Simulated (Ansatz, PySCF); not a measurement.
C₂H₃Cl₂FSi, SMILES C=C(Cl)[Si@@H](F)Cl.

The structure is a stationary point at B3LYP-D3(BJ)/def2-SVP. The structure was generated by enumeration; whether it is a known compound was not checked. Other conformers were not sampled.

Vertical ionisation energy (IE) and electron affinity (EA) in eV. Rows of orbital energies are one-electron estimates. Where ΔSCF, EOM or ADC give a negative EA the extra electron is unbound and the value depends on the basis.

```
level                                                                        IE     EA
------------------------------------------------------------------------  -----  -----
−ε(HOMO), −ε(LUMO), PBE0/def2-TZVP (PySCF)                                 8.06   1.34
−ε(HOMO), −ε(LUMO), PBE/def2-TZVP (PySCF)                                  6.88   2.28
ΔSCF, CAM-B3LYP/def2-SVPD (Ansatz), final states of multiplicity 2 and 2  10.36  -0.37
ΔSCF, PBE/def2-SVPD (Ansatz), final states of multiplicity 2 and 2        10.01  -0.26
```

Question: What vertical singlet–triplet gap does ΔSCF give with CAM-B3LYP/def2-SVPD (Ansatz, a quantum-chemistry and plane-wave program) and with PBE/def2-SVPD (Ansatz)? (An estimate is asked for; the answer gives what the named calculation found.)

Answer: 3.91 and 3.90 eV (triplet above singlet where positive).
